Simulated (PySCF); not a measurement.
Si(F)2(H)(NHMe) (CH5F2NSi), SMILES CN[SiH](F)F.

Geometry: PBE0-D3(BJ)/def2-SVP. The structure was generated by enumeration, and PubChem lists no compound with its InChIKey, so it may never have been made. One conformer was computed; it need not be the lowest.

The numbers are results of TDA-B3LYP/def2-SVPD (PySCF), not measurements.

Vertical excitations. Gas-phase values at a fixed geometry.

```json
[
 {"state": "S1", "energy (eV)": "6.43", "λ (nm)": "193", "f": "0.001", "main pairs": "HOMO→LUMO 98 %"},
 {"state": "S2", "energy (eV)": "6.86", "λ (nm)": "181", "f": "0.017", "main pairs": "HOMO→LUMO+1 98 %"},
 {"state": "S3", "energy (eV)": "7.50", "λ (nm)": "165", "f": "0.013", "main pairs": "HOMO→LUMO+3 51 %, HOMO→LUMO+2 47 %"},
 {"state": "S4", "energy (eV)": "7.64", "λ (nm)": "162", "f": "0.071", "main pairs": "HOMO→LUMO+2 51 %, HOMO→LUMO+3 45 %"},
 {"state": "S5", "energy (eV)": "8.08", "λ (nm)": "153", "f": "0.021", "main pairs": "HOMO→LUMO+4 98 %"},
 {"state": "S6", "energy (eV)": "8.55", "λ (nm)": "145", "f": "0.014", "main pairs": "HOMO→LUMO+5 95 %"},
 {"state": "S7", "energy (eV)": "8.73", "λ (nm)": "142", "f": "0.072", "main pairs": "HOMO→LUMO+6 97 %"},
 {"state": "S8", "energy (eV)": "9.13", "λ (nm)": "136", "f": "0.002", "main pairs": "HOMO→LUMO+7 96 %"},
 {"state": "S9", "energy (eV)": "9.32", "λ (nm)": "133", "f": "0.018", "main pairs": "HOMO−1→LUMO 86 %"},
 {"state": "S10", "energy (eV)": "9.52", "λ (nm)": "130", "f": "0.003", "main pairs": "HOMO→LUMO+8 74 %, HOMO→LUMO+10 14 %"},
 {"state": "T1", "energy (eV)": "6.18", "λ (nm)": "201", "f": "0", "main pairs": "HOMO→LUMO 90 %"},
 {"state": "T2", "energy (eV)": "6.65", "λ (nm)": "186", "f": "0", "main pairs": "HOMO→LUMO+1 84 %"},
 {"state": "T3", "energy (eV)": "6.99", "λ (nm)": "177", "f": "0", "main pairs": "HOMO→LUMO+2 92 %"},
 {"state": "T4", "energy (eV)": "7.33", "λ (nm)": "169", "f": "0", "main pairs": "HOMO→LUMO+3 86 %"}
]
```
Triplets are in the Tamm–Dancoff approximation.
